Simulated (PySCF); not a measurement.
C3H8BNO, SMILES C[C@@H]1CB(N)O1. Coordinates come from a PBE-D3(BJ)/def2-SVP optimisation. The structure was generated by enumeration; whether it is a known compound was not checked. Other conformers were not sampled.

**Question.** Give the equilibrium geometry at PBE-D3(BJ)/def2-SVP (PySCF confirms it by a frequency run) as Cartesian coordinates in Å. (An estimate is asked for; the answer gives what the named calculation found.)

**Answer.** Several could match; the one computed here: 
```xyz
14

C     -2.1573     0.4329     0.1514
C     -0.9658    -0.4889    -0.0093
C      0.0895    -0.5059     1.1287
B      0.9907     0.0264    -0.0731
N      2.3269     0.3988    -0.2943
O     -0.0299     0.0195    -1.0254
H     -1.8282     1.4435     0.4697
H     -2.7064     0.5349    -0.8064
H     -2.8561     0.0345     0.9152
H     -1.3000    -1.5071    -0.3117
H      0.3167    -1.5051     1.5479
H     -0.1267     0.1970     1.9575
H      2.6649     0.7072    -1.2059
H      3.0343     0.3866     0.4366
```
